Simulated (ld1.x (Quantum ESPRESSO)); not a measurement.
**Before and after: RRKJ potential for indium**

ld1.x (Quantum ESPRESSO) 7.5 input, shortened:

```
&input
   title='In', zed=49., rel=1, dft='PZ', iswitch=3,
   config='[Kr] 4d10 5s2 5p1'
 /
 &inputp
   pseudotype=2, tm=.false., rho0=0.005, lloc=-1, rcloc=1.80,
   nlcc=.false.
 /
2
5S  1  0   2.00   0.00  2.05  2.05  0.0
5P  2  1   1.00   0.00  2.85  2.85  0.0
 &test
   configts(1)='5s2 5p1'
 /
```

Change: functional revPBE.

Cutoffs: the cutoffs (Ry, on a coarse ladder) from which the occupation-weighted sum of valence levels, in a spherical-Bessel basis at the reference potential, stays within 10 and 1 mRy of its value at 400 Ry; they do not see the model core or the augmentation charge, which bear on the density cutoff. Errors are all-electron minus pseudo energies relative to the spin-unpolarised reference configuration.

Task: How do hardness, ghosts and transferability respond?

Result: The potential gets neither clearly harder nor softer (25 Ry and 35 Ry → 25 Ry and 35 Ry); both files keep a bound ghost (s); the number of tests with a reliable result goes from 9 to 7; of the 7 tests that both files solve, the error grows in 0 and shrinks in 2 by more than 15 % and 0.3 meV (median size 17.6 → 14.6 meV).

| quantity | base | changed |
| --- | --- | --- |
| cutoff, loose | 25 Ry | 25 Ry |
| cutoff, tight | 35 Ry | 35 Ry |
| bound ghosts | s | s |
| error for 5s2 5p0, meV [ΔE 5.59 → 5.28 eV] | +14 | +15 |
| error for 5s1 5p0, meV [ΔE 25.26 → 24.36 eV] | +154 | +27 |
| error for 5s2 5p0.5, meV [ΔE 2.05 → 1.90 eV] | +2.2 | +2.4 |
| error for 5s2 5p1.3, meV [ΔE -0.58 → -0.51 eV] | +0.7 | +0.8 |
| error for 5s1 5p2, meV [ΔE 5.94 → 5.82 eV] | +18 | +19 |
| error for 5s0 5p3, meV [ΔE 12.16 → 11.90 eV] | +93 | +106 |
| error for 5s1 5p1, meV [ΔE 12.29 → 11.86 eV] | +32 | -6.5 |
| s: phases at 3.09 bohr within 0.05 rad from the reference energy up to (Ry; the scan ends near 5) | to the end of the scan | to the end of the scan |
| p: phases at 3.09 bohr within 0.05 rad from the reference energy up to (Ry; the scan ends near 5) | 1.5 | 1.5 |

 A true bound ghost makes a file unfit for plane-wave use even where its test errors are small: the radial tests pick states by their node count and pass the ghost by.
